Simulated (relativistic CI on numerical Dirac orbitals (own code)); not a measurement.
## Tc3+: L2,3 absorption edge

Computed with this model: Dirac-Coulomb-Breit CI, orbitals from a KLI potential per configuration, QED by a radiative potential, valence Slater integrals scaled by 0.7, multiplet model of core-to-valence dipole absorption; configurations [Kr] 4d4 → [He] 2s2 2p5 3s2 3p6 3d10 4s2 4p6 4d5; 80 K; Lorentzian 2.4 eV and Gaussian 0.5 eV FWHM. Energies are those of the free ion, without screening or charge transfer. The branching ratio is the share of the lower-energy edge in the whole absorption, uncertain by about 0.02 where the edges overlap. S is read from ⟨S²⟩ = S(S + 1).

Field parameters in Wybourne normalisation: Oh B⁴₀ = 21Dq, B⁴₄ = √(5/14) B⁴₀. The field is a parameter set, without covalency.

Case Oh, 10Dq = 6000 cm⁻¹, the dichroism is that of the ground state at zero temperature, magnetised by exchange field 10 meV on Sz. The dichroism I(Δm = −1) − I(Δm = +1), over the sum of the three polarisations, integrates to 0.0119 on the lower edge and 0.0218 on the upper edge. The branching ratio is 0.759.

Use the orbital sum rule with 6 holes to get ⟨Lz⟩.

For a p → d edge ⟨Lz⟩ = 2 × n_h × (sum of both integrals) in this sign convention = 0.40; the ground state itself has ⟨Lz⟩ = 0.42 and ⟨Sz⟩ = -1.33. The rule assumes one radial integral for both edges, which relativistic orbitals only approach.
